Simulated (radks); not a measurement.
Problem. The mean radii <r> (bohr) of the occupied orbitals of an atom or ion are listed with their occupations. Calculated with a radial shooting solver on a logarithmic mesh with Libxc functionals: non-relativistic Kohn-Sham, PBE, spin-polarised, spherical densities, point nucleus.

| orbital | occ. | <r> |
|---|---|---|
| 1s up | 1 | 0.01967 |
| 1s down | 1 | 0.01967 |
| 2s up | 1 | 0.08293 |
| 2s down | 1 | 0.08293 |
| 2p up | 3 | 0.07010 |
| 2p down | 3 | 0.07010 |
| 3s up | 1 | 0.2098 |
| 3s down | 1 | 0.2098 |
| 3p up | 3 | 0.2000 |
| 3p down | 3 | 0.2000 |
| 3d up | 5 | 0.1749 |
| 3d down | 5 | 0.1749 |
| 4s up | 1 | 0.4638 |
| 4s down | 1 | 0.4637 |
| 4p up | 3 | 0.4689 |
| 4p down | 3 | 0.4687 |
| 4d up | 5 | 0.4792 |
| 4d down | 5 | 0.4787 |
| 4f up | 7 | 0.5105 |
| 4f down | 7 | 0.5084 |
| 5s up | 1 | 1.004 |
| 5s down | 1 | 1.003 |
| 5p up | 3 | 1.059 |
| 5p down | 1 | 1.060 |

Name the element and its charge. Open shells, if any, are filled with parallel spins first.

Solution. Z = 77, iridium, charge +11: Ir11+ in [Kr] 4d10 4f14 5s2 5p4. The 1s radius gives Z: for a bare nucleus <r> = 1.5/Z, 0.01948 bohr for Z = 77, and screening makes it slightly larger (0.01967 here). The occupations add up to 66, and the charge is Z minus that.
